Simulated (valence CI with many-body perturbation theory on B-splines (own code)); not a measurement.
Er36+: key properties

Computed by configuration interaction combined with many-body perturbation theory (CI+MBPT): four valence electrons over a frozen Dirac-Fock core [Ar] 3d10, radial functions for each j: 11 s, 11 p, 9 d, 7 f, 5 g, 2 h, 1 i, with the one-electron correlation potential Σ1, the two-electron term Σ2, the three-electron term Σ3, Breit, model QED; selected CI, second order for the rest (own B-spline code, finite nucleus).

The last digits are not significant, and no measured levels were compared; by estimate large intervals hold to a few tenths of a per cent, small ones and those within an open d or f shell to about a per cent.

Levels are named by their leading jj configuration (3d3/2^4 stands for four electrons in 3d with j = 3/2), which in mixed levels can hold well under half, so a name can repeat and another be missing.

Rates and lifetimes use the calculated energies. Strong lines usually hold to 10 to 20 %, long lifetimes can be off by a factor of two.

**Question.** What is the ground level?

**Answer.** (4s^2 4p1/2^2) J=0, composition 71 % 4s²4p² ³P + 28 % 4s²4p² ¹S.

**Question.** How well does LS coupling describe the low levels?

**Answer.** Among the lowest 20 levels the leading LS term, summed over configurations, holds 59 % on average. For single configurations the figures are 55 % in LS and 83 % in jj coupling. Terms mix most in the J = 2 level at 1706.3 × 10³ cm⁻¹, where the leading one holds 32 %.

**Question.** Where does the other parity begin?

**Answer.** At (4s 4p1/2^2 4p3/2) J=2, 1112.7 × 10³ cm⁻¹.

**Question.** Name the longest-lived excited levels whose lifetime is computed, and their main decay.

**Answer.** (4s^2 4p1/2 4p3/2) J=2 at 488.48 × 10³ cm⁻¹ lives 41.1 μs, mostly by E2 to (4s^2 4p1/2^2) J=0; (4s^2 4p3/2 4d5/2) J=4 at 2130.3 × 10³ cm⁻¹ lives 959 ns, mostly by M1 to (4s^2 4p1/2 4d5/2) J=3; (4s^2 4p1/2 4p3/2) J=1 at 458.18 × 10³ cm⁻¹ lives 816 ns, mostly by M1 to (4s^2 4p1/2^2) J=0.

**Question.** What is the ionisation energy?

**Answer.** 1626.6 eV; NIST lists 1625 ± 5 eV (theoretical).

**Question.** Among levels below 3063.6 × 10³ cm⁻¹, which E1 lines absorb most strongly from the ground level?

**Answer.** to (4s^2 4p1/2 4d3/2) J=1 at 6.101 nm, f = 1.37; to (4s 4p1/2^2 4p3/2) J=1 at 8.218 nm, f = 0.498; to (4s 4p1/2 4p3/2^2) J=1 at 5.841 nm, f = 0.167.

**Question.** What are the static dipole polarisabilities of the lowest levels?

**Answer.** (4s^2 4p1/2^2) J=0 0.0501; (4s^2 4p1/2 4p3/2) J=1 0.0572 (tensor 0.0021); (4s^2 4p1/2 4p3/2) J=2 0.0569 (tensor 0.0038) bohr³, of which the core gives 0.00326.
